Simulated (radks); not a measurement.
Problem. Radial electron density D(r) = 4 pi r^2 rho(r) of an atom or ion with 47 electrons. Method: scalar-relativistic Kohn-Sham, PBE, spin-polarised, spherical densities, finite nucleus; Fermi nuclear charge, rms radius of each element as measured or else 0.836 A^(1/3) + 0.57 fm; computed with a radial shooting solver on a logarithmic mesh with Libxc functionals.

```
   r/bohr * D(r) (the largest magnitude, 80.4, reaches the edge; | marks zero)
 0.003155 |      *
 0.004208 |          *
 0.005568 |               *
 0.007367 |                     *
 0.009826 |                             *
    0.013 |                                    *
   0.0172 |                                         *
  0.02294 |                                          *
  0.03036 |                                       *
  0.04017 |                                    *
  0.05357 |                                        *
  0.07088 |                                                 *
  0.09379 |                                                      *
   0.1251 |                                              *
   0.1655 |                                     *
    0.219 |                                        *
   0.2921 |                                           *
   0.3865 |                             *
   0.5113 |              *
    0.682 |             *
   0.9024 |              *
    1.194 |        *
    1.592 |   *
    2.107 |*
    2.788 *
    3.718 *
     4.92 *
     6.51 *
```

What is the nuclear charge?

Solution. Z = 49. The innermost maximum, from 1s, lies near gamma/Z bohr with gamma = sqrt(1 - (Z/c)^2) = 0.934, here 0.0191 bohr (found: 0.0208), and its height grows with Z. The density is that of the indium ion In2+ in [Kr] 4d10 5s1; the configuration itself is not fixed sharply by these data, and Z only to a few units. D(r) has 4 maxima, at r = 0.0208, 0.0923, 0.272, 0.813 bohr, and minima at 0.0408, 0.178, 0.595 bohr, inside which lie 1.99, 11.18, 29.02 electrons.
